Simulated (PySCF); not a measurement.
Rh²⁺: excitation energy

Rh²⁺ [Kr] 4d7 (4F) → Rh²⁺ [Kr] 4d6 5s1, s spin flipped, as a difference of total energies. All numbers are calculated (PySCF 2.14, a scalar-relativistic core potential, in def2-QZVPPD with the def2 core potential (28 electrons)). Correlated levels: valence: 4s2 4p6 frozen; valence and next inner shell: nothing frozen outside the core potential. The calculations carry no spin-orbit coupling.

```
                                method  excitation energy (eV)
                                   UHF                   6.174
                                   LDA                   5.994
                                   PBE                   6.291
                                  PBE0                   6.431
                                r2SCAN                   6.314
                                  MN15                   6.342
                               LC-wPBE                   6.570
                                 wB97X                   6.272
                                 HSE06                   6.394
                         MP2 (valence)                   6.550
                     SCS-MP2 (valence)                   6.634
    MP2 (valence and next inner shell)                   6.125
SCS-MP2 (valence and next inner shell)                   6.200
```

How much does correlation contribute at MP2 (valence and next inner shell)?

6.125 − (6.174) = -0.049 eV, measured against UHF.

The upper determinant mixes two multiplicities, so it lies between the two terms.
